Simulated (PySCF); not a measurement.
## Orbital picture of SrH

PBE0 at R = 2.129 Å; Sr x2c-TZVPall, H x2c-TZVPall; spin-free X2C with a Gaussian nucleus (PySCF 2.14). State: ²Σ⁺ (doublet), unpaired electrons σ ↑. Only the outer orbitals are listed, counted within each symmetry.

```json
{"spin": "α", "orbital": "7σ", "occ.": "1", "ε (eV)": "-43.78", "on Sr (%)": "100", "main shells (%)": "100 Sr s"}
{"spin": "α", "orbital": "4π", "occ.": "1", "ε (eV)": "-24.58", "on Sr (%)": "100", "main shells (%)": "100 Sr p"}
{"spin": "α", "orbital": "4π", "occ.": "1", "ε (eV)": "-24.58", "on Sr (%)": "100", "main shells (%)": "100 Sr p"}
{"spin": "α", "orbital": "8σ", "occ.": "1", "ε (eV)": "-24.36", "on Sr (%)": "100", "main shells (%)": "100 Sr p"}
{"spin": "α", "orbital": "9σ", "occ.": "1", "ε (eV)": "-6.20", "on Sr (%)": "37", "main shells (%)": "63 H s, 23 Sr s, 10 Sr d"}
{"spin": "α", "orbital": "10σ", "occ.": "1", "ε (eV)": "-3.81", "on Sr (%)": "95", "main shells (%)": "64 Sr s, 22 Sr p, 9 Sr d"}
{"spin": "α", "orbital": "5π", "occ.": "0", "ε (eV)": "-1.15", "on Sr (%)": "100", "main shells (%)": "81 Sr p, 19 Sr d"}
{"spin": "α", "orbital": "5π", "occ.": "0", "ε (eV)": "-1.15", "on Sr (%)": "100", "main shells (%)": "81 Sr p, 19 Sr d"}
{"spin": "α", "orbital": "11σ", "occ.": "0", "ε (eV)": "-0.81", "on Sr (%)": "98", "main shells (%)": "52 Sr d, 45 Sr p"}
{"spin": "β", "orbital": "7σ", "occ.": "1", "ε (eV)": "-43.68", "on Sr (%)": "100", "main shells (%)": "100 Sr s"}
{"spin": "β", "orbital": "4π", "occ.": "1", "ε (eV)": "-24.48", "on Sr (%)": "100", "main shells (%)": "100 Sr p"}
{"spin": "β", "orbital": "4π", "occ.": "1", "ε (eV)": "-24.48", "on Sr (%)": "100", "main shells (%)": "100 Sr p"}
{"spin": "β", "orbital": "8σ", "occ.": "1", "ε (eV)": "-24.22", "on Sr (%)": "100", "main shells (%)": "100 Sr p"}
{"spin": "β", "orbital": "9σ", "occ.": "1", "ε (eV)": "-5.85", "on Sr (%)": "40", "main shells (%)": "60 H s, 22 Sr s, 11 Sr d"}
{"spin": "β", "orbital": "10σ", "occ.": "0", "ε (eV)": "-1.87", "on Sr (%)": "95", "main shells (%)": "69 Sr s, 17 Sr p, 9 Sr d"}
{"spin": "β", "orbital": "5π", "occ.": "0", "ε (eV)": "-0.33", "on Sr (%)": "100", "main shells (%)": "90 Sr p, 10 Sr d"}
{"spin": "β", "orbital": "5π", "occ.": "0", "ε (eV)": "-0.33", "on Sr (%)": "100", "main shells (%)": "90 Sr p, 10 Sr d"}
```

Q: Which are the highest filled and the lowest empty level, where do they sit, and how wide is the gap?

A: Highest filled α 10σ at -3.81 eV (in %: 64 Sr s, 22 Sr p, 9 Sr d); lowest empty β 10σ at -1.87 eV (in %: 69 Sr s, 17 Sr p, 9 Sr d); the gap at PBE0 is 1.94 eV.

- bond order (Mayer): 0.90
- ⟨S²⟩: 0.751
- charge on Sr (Mulliken, basis-dependent): 0.29
- charge on Sr (Löwdin, basis-dependent): 0.25
- dipole moment (positive dipole means Sr(−)H(+)): -2.98 D
- polarisability along the bond: 150.0 bohr³
- polarisability across the bond: 223.8 bohr³

Spin–orbit coupling is left out. The state was picked by a PBE0 search and need not be the measured ground state.
